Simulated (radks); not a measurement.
Results of a calculation; reference values are marked as such.
All-electron atom: neutral krypton in [Kr] (the NIST ground configuration). Code: a radial shooting solver on a logarithmic mesh with Libxc functionals. Model: non-relativistic Kohn-Sham, LDA (Slater exchange, Perdew-Wang correlation), spin-unpolarised, spherical densities, point nucleus.

Normalised radial functions P(r) = r R(r), r in bohr:

r	2p	3d
0.005329	0.0330	0.0001
0.006105	0.0427	0.0002
0.006994	0.0552	0.0003
0.008013	0.0711	0.0004
0.009107	0.0901	0.0005
0.01043	0.1154	0.0008
0.01195	0.1475	0.0012
0.0137	0.1877	0.0018
0.01569	0.2379	0.0026
0.01783	0.2959	0.0037
0.02043	0.3710	0.0054
0.02341	0.4623	0.0079
0.02682	0.5717	0.0114
0.03073	0.7012	0.0164
0.03492	0.8424	0.0229
0.04001	1.0130	0.0326
0.04584	1.2035	0.0460
0.05251	1.4102	0.0643
0.06016	1.6268	0.0891
0.06838	1.8312	0.1198
0.07834	2.0368	0.1624
0.08975	2.2153	0.2171
0.1028	2.3491	0.2861
0.1178	2.4208	0.3709
0.135	2.4156	0.4722
0.1534	2.3323	0.5821
0.1758	2.1601	0.7119
0.2014	1.9113	0.8502
0.2307	1.6066	0.9894
0.2643	1.2746	1.1195
0.3004	0.9661	1.2232
0.3442	0.6708	1.3022
0.3943	0.4292	1.3393
0.4517	0.2507	1.3282
0.5175	0.1321	1.2679
0.5882	0.0651	1.1703
0.6739	0.0271	1.0319
0.7721	0.0097	0.8700
0.8846	0.0030	0.6990
1.013	0.0008	0.5329
1.152	0.0002	0.3918
1.32	0.0000	0.2658
1.512	0.0000	0.1682
1.732	0.0000	0.0984
1.984	0.0000	0.0529
2.274	0.0000	0.0258
2.584	0.0000	0.0119
2.96	0.0000	0.0046
3.392	0.0000	0.0016
3.886	0.0000	0.0005
4.452	0.0000	0.0001
5.06	0.0000	0.0000
5.797	0.0000	0.0000
6.641	0.0000	0.0000

2p: eigenvalue -1633.2 eV, 0 radial nodes, <r> = 0.162 bohr, 90 % of the charge inside 0.264 bohr. 3d: eigenvalue -83.646 eV, 0 radial nodes, <r> = 0.554 bohr, 90 % of the charge inside 0.908 bohr.
